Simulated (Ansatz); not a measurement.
A run for Ansatz (a program for electronic structure): R-CCSD(T)/aug-cc-pVDZ on CH6GeO2 (a complex). The run froze 17 orbitals, filled d shells among them.

Ansatz 0.2 input:
```yaml
crystal:
  periodic: [false, false, false]
  atoms:
    - {symbol: Ge, position_ang: [-0.28487261, 0.14269139, 0.13678956]}
    - {symbol: H, position_ang: [-0.81388557, -0.21854167, -1.26177694]}
    - {symbol: H, position_ang: [-0.68262781, 1.57598804, 0.49631305]}
    - {symbol: H, position_ang: [1.23215911, -0.05081856, 0.19211862]}
    - {symbol: H, position_ang: [-0.95349594, -0.83098348, 1.13506136]}
    - {symbol: O, position_ang: [0.84589654, 0.90967172, 3.19477302]}
    - {symbol: C, position_ang: [0.42232192, 0.24711280, 4.10019503]}
    - {symbol: O, position_ang: [-0.45060805, -0.76140869, 3.98039795]}
    - {symbol: H, position_ang: [0.69597637, 0.38032180, 5.15460745]}
    - {symbol: H, position_ang: [-0.67542847, -0.85627483, 3.03596153]}
basis:
  gaussian:
    orbitals: aug-cc-pVDZ
magnetization: {spin_polarized: false}
correlation: {method: ccsd_t, electrons: outside_noble_gas}
scf: {lower_state_search: off}
```

The log:

```
WARN ansatz: RAYON_NUM_THREADS=1 ignored (pool sized by the plan → 1); use --threads N
Functional definition: HF
these checks for a lower state are left out or cut short: stability, starts, cluster_reference, orbital_swaps, neighbouring_geometries, increment
integrals: 0.51 GiB planned
1589 factors; integrals over basis functions are off by at most 7.9e-4 eV
mean field: 0.63 GiB planned
mean field evaluation 1: about -61669.3427 eV, gradient 4.0e1 eV
mean field evaluation 2: about -61669.4289 eV, gradient 4.0e1 eV
mean field evaluation 4: about -61672.9529 eV, gradient 4.0e0 eV
mean field evaluation 8: about -61673.0172 eV, gradient 4.2e-1 eV
mean field evaluation 16: about -61673.0188 eV, gradient 7.8e-7 eV
mean field -61673.01883823 eV, -2266.4416388312 hartree, gradient 7.8e-7 eV, S^2 0.000000; 0 other end points of the search recorded, 0 dependent functions left out
17 core orbitals not correlated
reference -61673.01883823 eV, -2266.4416388312 hartree; 13, 13 occupied and 129, 129 virtual orbitals, 1589 factors
second order -17.70019583 eV of doubles, -0.00000000 eV of singles
coupled cluster: 1.24 GiB planned
cycle   1  -18.08934727 eV  change   -3.9e-1 eV  update   1.2e-1
cycle   2  -18.66397320 eV  change   -5.7e-1 eV  update   3.6e-2
cycle   3  -18.82008280 eV  change   -1.6e-1 eV  update   2.0e-2
cycle   4  -18.80826567 eV  change    1.2e-2 eV  update   4.6e-3
cycle   5  -18.80706472 eV  change    1.2e-3 eV  update   1.9e-3
cycle   6  -18.80785646 eV  change   -7.9e-4 eV  update   5.5e-4
cycle   7  -18.80758919 eV  change    2.7e-4 eV  update   2.1e-4
cycle   8  -18.80746411 eV  change    1.3e-4 eV  update   7.0e-5
cycle   9  -18.80749431 eV  change   -3.0e-5 eV  update   2.8e-5
cycle  10  -18.80749843 eV  change   -4.1e-6 eV  update   1.1e-5
perturbative correction -0.61058765 eV, -0.0224386824 hartree
Total energy: -61692.43692431 eV, -2267.1552403327 hartree
Checks for a lower state left out: stability, starts, cluster_reference, orbital_swaps, neighbouring_geometries, increment
```

Self-consistency was reached.

Cost: roughly 19 core-seconds.
